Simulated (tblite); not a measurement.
Compound: C5H11Cl2FSi.
Geometry (GFN2-xTB, Å), atoms numbered from 1 in this order:
```xyz
20
C5H11Cl2FSi angstrom
C      3.1611    0.2678   -0.1540
C      1.8141   -0.3779   -0.4592
Si     0.3653    0.7344    0.0522
C     -1.2641   -0.2240   -0.3809
C     -1.6257   -1.2749    0.6517
F     -1.0489   -0.8720   -1.6049
C     -2.3823    0.7663   -0.6329
Cl    -3.9816    0.0121   -0.8657
Cl    -2.4638    1.8936    0.7225
H      3.2590    0.4658    0.9102
H      3.2610    1.2131   -0.6805
H      3.9796   -0.3816   -0.4574
H      1.7566   -0.5997   -1.5268
H      1.7589   -1.3390    0.0561
H      0.3636    1.9824   -0.7160
H      0.3576    0.9940    1.4922
H     -0.7817   -1.9412    0.8099
H     -2.4756   -1.8666    0.3160
H     -1.8780   -0.7890    1.5898
H     -2.1802    1.3471   -1.5350
```

Calculated harmonic vibrations of the isolated species, GFN2-xTB (tblite), most abundant isotopes, no scaling. The method is semi-empirical: single wavenumbers can be off by several per cent or more. Modes of hydrogen on silicon can be 10 to 20 % off. One conformer, not necessarily the lowest.

Harmonic wavenumbers (cm⁻¹): 44.2, 59.1, 59.8, 83.8, 144.7, 179.6, 192.0, 215.3, 221.3, 242.6, 253.4, 273.0, 360.2, 380.0, 451.8, 466.8, 617.7, 639.8, 698.1, 717.7, 733.9, 743.7, 752.6, 766.6, 904.2, 932.8, 977.3, 1021.3, 1072.4, 1079.2, 1130.7, 1166.8, 1172.7, 1227.6, 1230.8, 1284.3, 1398.6, 1420.4, 1462.4, 1470.4, 1487.9, 1509.4, 1511.2, 2258.4, 2281.1, 2951.6, 2964.4, 2978.3, 3026.5, 3027.9, 3039.6, 3045.5, 3047.3, 3052.8.

A = 1748, B = 554.2, C = 470.0 MHz; mass 187.999 u (most abundant isotopes); point group C1, symmetry number 1.

What is the zero-point energy?

Half the sum of the wavenumbers: 32216 cm⁻¹ = 92.11 kcal/mol.

What is S at 298.15 K and 1 bar for an ideal gas of classical rigid rotors and harmonic oscillators?

Translation 41.63, rotation 30.94, vibration 41.15: S = 113.7 cal/(mol K).

And Cp and H(298.15 K) − H(0)?

Cp = 46.77 cal/(mol K), of which vibrations give 38.82 (their classical limit is 54 R = 107.3); H(298.15 K) − H(0) = 8.65 kcal/mol without the zero-point energy, 6.28 from vibrations.

What must be added to the electronic energy to get the Gibbs energy at 298.15 K and 1 bar?

ZPE + [H(298.15 K) − H(0)] − T·S = 92.11 + 8.65 − 33.90 = 66.86 kcal/mol.

How do the functions run with temperature in this model?

| T (K) | S (cal/(mol K)) | Cp (cal/(mol K)) | H − H(0) (kcal/mol) | G − H(0) (kcal/mol) | ln q(vib) |
| --- | --- | --- | --- | --- | --- |
| 100 | 76.8 | 23.9 | 1.56 | -6.12 | 2.67 |
| 200 | 97.3 | 36.1 | 4.58 | -14.88 | 6.52 |
| 300 | 114.0 | 47.0 | 8.74 | -25.46 | 10.17 |
| 500 | 142.5 | 65.0 | 20.04 | -51.20 | 16.94 |
| 800 | 177.1 | 82.0 | 42.31 | -99.33 | 26.02 |
| 1000 | 196.2 | 89.4 | 59.48 | -136.70 | 31.43 |

q(vib) and H(0) count from the zero-point level.

Hindered rotation and anharmonicity are outside this model. Other conformers, if any are populated, would add a mixing term that is left out. The structure is chiral; the term R ln 2 for an equal mix with its mirror image is left out.
